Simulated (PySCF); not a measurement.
Species: C3H11N3Si2.
Geometry (GFN2-xTB, Å), atoms numbered from 1 in this order:
```xyz
19
C3H11N3Si2 angstrom
C      2.9105   -0.3360   -0.0839
Si     1.3964   -1.4410    0.1844
N      0.1973   -0.5156    0.9964
C     -0.2376    0.8093    0.5905
Si    -1.4598    0.8122   -0.8820
N     -2.5057   -0.5365   -0.6714
C     -2.5797    2.2998   -0.7330
N     -3.2473    3.2273   -0.6590
H      3.7726   -0.9306   -0.3699
H      3.1698    0.2058    0.8208
H      2.7452    0.3935   -0.8718
H      0.9844   -1.9722   -1.1353
H      1.6478   -2.5568    1.0987
H     -0.5585   -1.0228    1.4309
H      0.6526    1.3823    0.3292
H     -0.6836    1.3037    1.4595
H     -0.7675    0.9455   -2.1734
H     -3.3494   -0.6106   -1.2172
H     -2.0974   -1.4478   -0.5357
```

Computed at PBE0/pcSseg-1 (PySCF, non-relativistic), with Q(14N) = 0.02044 b: N3, 14N (I = 1): χzz = -4.876 MHz, η = 0.434; N6, 14N (I = 1): χzz = -4.456 MHz, η = 0.278; N8, 14N (I = 1): χzz = -5.573 MHz, η = 0.047.

Find the zero-field quadrupole resonance frequencies of 14N at N3.

From ν± = (3/4)|χ|(1 ± η/3) and ν0 = |χ|η/2: ν+ 4.186 MHz, ν− 3.128 MHz, ν0 1.058 MHz (silicon-bound nitrogen).

Where would the pure quadrupole (NQR) lines of 14N at N6 fall for the rigid, isolated species?

From ν± = (3/4)|χ|(1 ± η/3) and ν0 = |χ|η/2: ν+ 3.652 MHz, ν− 3.033 MHz, ν0 0.619 MHz (silicon-bound nitrogen).

Find the zero-field quadrupole resonance frequencies of 14N at N8.

From ν± = (3/4)|χ|(1 ± η/3) and ν0 = |χ|η/2: ν+ 4.245 MHz, ν− 4.115 MHz, ν0 0.130 MHz (cyano nitrogen).

In a crystal, neighbours and librations shift these lines. GFN2-xTB bond lengths can be off by several hundredths of an ångström, more for odd bonds, and the gradients follow them. With a basis this small, the couplings can be 20 % off.

One conformer stands for the species.
